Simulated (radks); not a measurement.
Charge is removed step by step from the 1s level of H, starting from 1s1. Method: scalar-relativistic Kohn-Sham, PBE, spin-unpolarised, spherical densities, finite nucleus; Gaussian nuclear charge, rms radius 0.8783 fm; without spin polarisation the odd electron is poorly described; computed with a radial shooting solver on a logarithmic mesh with Libxc functionals.

removed (e)  E - E(0) (eV)  eigenvalue (eV)
0                    0.000           -6.493
0.25                 1.992           -9.490
0.5                  4.762          -12.681
0.75                 8.326          -15.766

The mean slope of the eigenvalue, de/dn, is 12.4 eV per electron.
